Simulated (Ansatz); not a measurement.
Ga₅F, 6 atoms. Hardware: 4 threads of Arm Neoverse V2 on a shared host.

Correlated methods freeze 46 core orbitals; core or outer-core shells of Ga are correlated, in sets that lack core-valence functions.

Task: How many basis functions does each of these Ansatz runs have, and roughly what does it cost? B3LYP-D4/def2-TZVP, charge 0 singlet, energy, from earlier orbitals; MP2/def2-TZVP, charge 0 singlet, energy, from earlier orbitals; PBE0-D4/def2-TZVP, charge 0 singlet, energy, from earlier orbitals; PBE0-D4/def2-SVP, charge 0 singlet, energy, from earlier orbitals; r2SCAN-D4/def2-TZVP, charge 0 singlet, energy, from earlier orbitals; PBE-D4/def2-SVP, charge 0 singlet, relaxation, 18 steps; HSE06-D4/def2-TZVP, charge 0 singlet, energy, from earlier orbitals; PBE-D4/def2-SVP, charge 0 singlet, energy, from earlier orbitals; HF/STO-3G, charge 0 singlet, energy; PBE-D4/def2-TZVP, charge 0 singlet, energy and forces, from earlier orbitals; PBE-QIDH/def2-TZVP, charge 0 singlet, energy, from earlier orbitals; CCSD(T)/def2-SVP, charge 0 singlet, energy, from earlier orbitals.

Result: Other jobs shared the machine, so times can vary by a factor of up to 3. A dash marks memory too small to be measured apart from the calling script's.

```tsv
run	functions	fitting or Cholesky vectors	wall time	peak host memory (GiB)
PBE-D4/def2-SVP, charge 0 singlet, energy, from earlier orbitals	174	1923	2.5 s	–
PBE0-D4/def2-SVP, charge 0 singlet, energy, from earlier orbitals	174	1722	5.5 s	0.65
PBE-D4/def2-TZVP, charge 0 singlet, energy and forces, from earlier orbitals	271	1996	6 s	0.59
HF/STO-3G, charge 0 singlet, energy	95	952	6.5 s	–
r2SCAN-D4/def2-TZVP, charge 0 singlet, energy, from earlier orbitals	271	1996	11 s	0.63
HSE06-D4/def2-TZVP, charge 0 singlet, energy, from earlier orbitals	271	2221	13 s	1.5
B3LYP-D4/def2-TZVP, charge 0 singlet, energy, from earlier orbitals	271	2171	13 s	1.4
PBE0-D4/def2-TZVP, charge 0 singlet, energy, from earlier orbitals	271	2221	14 s	1.4
PBE-QIDH/def2-TZVP, charge 0 singlet, energy, from earlier orbitals	271	1837	18 s	1.1
MP2/def2-TZVP, charge 0 singlet, energy, from earlier orbitals	271	1837	22 s	1.2
PBE-D4/def2-SVP, charge 0 singlet, relaxation, 18 steps	174	1923	38 s	–
CCSD(T)/def2-SVP, charge 0 singlet, energy, from earlier orbitals	174	1722	2.2 min	1.8
```
